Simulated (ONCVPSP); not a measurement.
## manganese (Mn), ONCV: configuration errors across variants

| Quantity | Value |
| --- | --- |
| Element | Mn |
| Generator | ONCVPSP 4.0.1 |
| Type | optimised norm-conserving Vanderbilt (ONCV) |
| Functional | PBEsol |
| Relativity | scalar-relativistic |
| Frozen core | [Ne] |
| Valence charge | 15 |
| Reference configuration | 3s2 3p6 3d5 4s2 |
| Partial waves | 3s+4s: rc 1.20 bohr, ncon 4, nbas 7, qcut 11.9 1/bohr, 3 projectors, debl 0.3 Ha; 3p: rc 1.15 bohr, ncon 4, nbas 7, qcut 14.8 1/bohr, 3 projectors, debl 3.5 Ha; 3d: rc 1.15 bohr, ncon 4, nbas 9, qcut 15.1 1/bohr, local |
| Local potential | the d channel |
| Core correction | none |

All-electron excitation energies from the reference (eV): (1) 3s2 3p6 3d5 4s1 8.433; (2) 3s2 3p6 3d5 4s0 23.945; (3) 3s2 3p6 3d4 4s0 56.425; (4) 3s2 3p6 3d4 4s2 4p1 7.828.

4 further variants failed, have other tests or another functional or relativity, and are left out.

Errors AE − PS in meV (a dash: test not solved or not reliable):

| change | (1) | (2) | (3) | (4) | bound ghosts | GHOST(+) flags above zero |
| --- | --- | --- | --- | --- | --- | --- |
| base | -0.3 | +0.1 | -9.6 | +2.8 | none | s |
| core correction polynomial model core, fcfact 0.25 | -0.3 | 0.0 | -9.7 | +2.6 | none | s |
| s: debl 1.95 | -0.3 | +0.1 | -9.6 | +2.8 | none | s |
| p: nbas 8 | -0.3 | +0.1 | -9.4 | +2.9 | none | s |
| all radii scaled by about 1.07 (s 1.28, p 1.24, d 1.24 bohr) | -0.2 | +0.4 | -12 | +2.8 | none | s |
| p: qcut 14.2 | -0.3 | +0.1 | -9.4 | +3.0 | none | s |

Problem. Give the same row for: d: nproj 1; local potential polynomial inside 0.75 bohr (lpopt 4, dvloc0 0 Ha).

Solution. -0.3, +0.1, -3.5, +6.5; bound ghosts: none; GHOST(+) flags above zero: s.
